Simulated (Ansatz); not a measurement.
H$_{4}$GeOSi (SMILES [OH][Ge][SiH3]), singlet, at a GFN2-xTB geometry, with bond 3-2 at 1.4 times its length; SC-NEVPT2/6-31G, CASSCF(6,4) in Ansatz (a program for electronic structure).

Here is a job for Ansatz.
Ansatz 0.2 input:
```yaml
crystal:
  periodic: [false, false, false]
  atoms:
    - {symbol: Ge, position_ang: [0.10517710, -0.42870975, 0.63876392]}
    - {symbol: O, position_ang: [1.05401629, -1.30243574, -0.57312911]}
    - {symbol: H, position_ang: [1.23784732, -1.00110484, -1.86363837]}
    - {symbol: Si, position_ang: [-0.72812118, 1.40637456, -0.78052652]}
    - {symbol: H, position_ang: [-1.43039825, 2.47875116, -0.06239091]}
    - {symbol: H, position_ang: [-1.68173669, 0.96166756, -1.81538089]}
    - {symbol: H, position_ang: [0.32270971, 2.09573477, -1.55534777]}
basis:
  gaussian:
    orbitals: 6-31G
magnetization: {spin_polarized: false}
correlation: {method: sc_nevpt2, electrons: all, active_space: {window: {electrons: 6, orbitals: 4}}}
```

**Question.** What does Ansatz print? Leave out banner, timings and long lists.

**Answer.** 
```
Functional definition: HF
596 factors; integrals over basis functions are off by at most 2.8e-4 eV
mean field evaluation 1: about -66419.6068 eV, gradient 3.4e1 eV
mean field evaluation 2: about -66419.6146 eV, gradient 3.4e1 eV
mean field evaluation 4: about -66422.4054 eV, gradient 2.3e0 eV
mean field evaluation 8: about -66422.4542 eV, gradient 5.9e-4 eV
mean field -66422.45419201 eV, -2440.9801687999 hartree, gradient 2.8e-6 eV, S^2 0.000000; 0 other end points of the search recorded, 0 dependent functions left out
reference -66422.45419201 eV, -2440.9801687999 hartree; 29, 29 occupied and 30, 30 virtual orbitals, 596 factors
state -66423.55034935 eV, -2441.0204518390 hartree
state -66423.55034935 eV, -2441.0204518390 hartree; corrected -66434.93648625 eV, -2441.4388846524 hartree
state -66422.79348288 eV, -2440.9926375093 hartree
state -66422.79348288 eV, -2440.9926375093 hartree; corrected -66435.15208973 eV, -2441.4468079341 hartree
state -66422.79348288 eV, -2440.9926375093 hartree; corrected -66435.15208973 eV, -2441.4468079341 hartree
the orbitals are reached from a further start. From the first start the search ends at -66423.55030697 eV, -2441.0204502818 hartree
WARN: the results are in doubt because another end's mean lies 0.757 eV lower, and its corrected mean 0.216 eV higher
Total energy: -66435.15208973 eV, -2441.4468079341 hartree
In doubt: another end's mean lies 0.757 eV lower, and its corrected mean 0.216 eV higher
```
